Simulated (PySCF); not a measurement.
Removing an electron from n-butylgermane

Compound: n-butylgermane, C₄H₁₂Ge.
Geometry (PBE0-D3(BJ)/def2-SVP, Å), atoms numbered from 1 in this order:
```xyz
17
C4H12Ge angstrom
C     -2.4182   -0.2731    0.6808
C     -0.9322   -0.5392    0.5050
C     -0.2930    0.3176   -0.5806
C      1.1875    0.0346   -0.8208
Ge     2.3626    0.3877    0.7138
H     -2.6057    0.7786    0.9513
H     -2.8532   -0.9021    1.4721
H     -2.9736   -0.4766   -0.2490
H     -0.4135   -0.3682    1.4652
H     -0.7686   -1.6055    0.2665
H     -0.4298    1.3838   -0.3243
H     -0.8481    0.1662   -1.5243
H      1.5644    0.6518   -1.6524
H      1.3380   -1.0157   -1.1232
H      3.8321    0.4301    0.2493
H      2.0014    1.7505    1.3419
H      2.2361   -0.6966    1.8023
```

Level: PBE0/def2-SVPD (PySCF). Frontier orbitals with their largest atomic shares (Löwdin; up to four atoms above 4 %):

```json
{"orbital": "HOMO−3", "ε (eV)": "-9.24", "main atoms": "C2 23 %, C3 12 %, C1 12 %, H10 12 %"}
{"orbital": "HOMO−2", "ε (eV)": "-9.10", "main atoms": "Ge5 31 %, H16 22 %, H15 14 %, C4 9 %"}
{"orbital": "HOMO−1", "ε (eV)": "-8.94", "main atoms": "Ge5 26 %, H17 16 %, H15 13 %, C4 10 %"}
{"orbital": "HOMO", "ε (eV)": "-8.21", "main atoms": "?"}
{"orbital": "LUMO", "ε (eV)": "0.45", "main atoms": "Ge5 39 %, H15 9 %, H17 7 %, C4 7 %"}
{"orbital": "LUMO+1", "ε (eV)": "0.88", "main atoms": "Ge5 29 %, C4 16 %, H17 11 %, H16 11 %"}
{"orbital": "LUMO+2", "ε (eV)": "1.02", "main atoms": "C1 23 %, Ge5 14 %, H7 8 %, H8 8 %"}
```

Problem. What vertical ionisation energy does ΔSCF give, and how far is −ε(HOMO) from it?

Solution. ΔSCF: 10.14 eV (978 kJ/mol; threshold wavelength 122 nm); ⟨S²⟩ of the doublet left behind is 0.753, against 0.75 for a pure doublet. −ε(HOMO) is 8.21 eV, 1.93 eV below it. In exact Kohn–Sham theory the two would be equal; PBE0 (global hybrid, 25 % exact exchange) falls short of its own ΔSCF value by 19 %.

Problem. On which atoms does the HOMO lie?

Solution. C4 (sp3 carbon bound to germanium) 30 %, Ge5 (germanium bonded to C and 3 H) 22 %, C3 (chain CH2 carbon) 14 %, H12 (methylene hydrogen) 8 %, so no atom holds as much as 40 %. The HOMO−1 lies 0.73 eV lower.

Problem. What total energies stand behind the ΔSCF value?

Solution. E(N) = -2235.81854 Eh and E(N − 1) = -2235.44605 Eh at the same geometry, 0.37249 Eh apart.

Problem. Shift the occupied levels rigidly so that −ε(HOMO) equals the ΔSCF value. What binding energies result?

Solution. The shift is +1.93 eV: HOMO 10.14, HOMO−1 10.87, HOMO−2 11.03, HOMO−3 11.17 eV. A rigid shift is only a rough guide to the deeper ionisations.

Problem. With α = 83.1 au, estimate the like-pair dispersion coefficient by London's formula C6 = (3/4)α²I.

Solution. I = 0.3725 Eh, so C6 ≈ 1930 au, a rough estimate.

Problem. How many of the 10 lowest singlet excitations (vertical TDDFT, same level) lie below the ionisation energy?

Solution. All 10; they run from 7.54 to 8.72 eV.

The structure is a single PBE0-D3(BJ)/def2-SVP conformer in the gas phase; no vibrational or solvent corrections. The calculation is non-relativistic, for germanium too.
